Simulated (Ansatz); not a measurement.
Correlation energies of C$_{2}$H$_{10}$N$_{3}$Sc, SMILES `C[N](C)[Sc]([NH2])[NH2]` by basis set

Cartesian coordinates in Å:
```
C 0.403 -1.508 1.294
N -0.188 -0.790 0.197
C -1.141 -1.592 -0.523
Sc 0.260 1.092 -0.272
N -0.637 1.975 -1.825
N 1.606 2.097 0.812
H 1.126 -0.881 1.829
H -0.348 -1.838 2.030
H 0.941 -2.410 0.961
H -1.580 -1.028 -1.354
H -1.973 -1.926 0.118
H -0.684 -2.499 -0.951
H -0.479 2.923 -2.143
H -1.329 1.572 -2.444
H 1.902 3.053 0.656
H 2.122 1.760 1.614
```

Total charge 0; spin multiplicity 1. Correlated methods include outer-core shells of Sc, which these sets cover unevenly. Scalar relativity is left out up to krypton. The structure was optimised at the PBE0-D4/def2-TZVP level. It is one conformer, not always the lowest. Frozen core, restricted reference, Ansatz.

```
     basis      HF (Eh)  MP2 corr.  CCSD corr.       (T)  CCSD(T) total
  def2-SVP  -1004.47976   -1.02657    -1.09500  -0.03232    -1005.60708
def2-TZVPP            ?   -1.30848    -1.36132         ?              ?
def2-QZVPP            ?          ?           –         –              –
```

Problem. Fill in the withheld values. (Estimate.)

Solution. The calculation gave: def2-TZVPP HF (Eh): -1004.86751; def2-TZVPP (T): -0.05525; def2-TZVPP CCSD(T) total: -1006.28408; def2-QZVPP HF (Eh): -1004.89317; def2-QZVPP MP2 corr.: -1.41977.
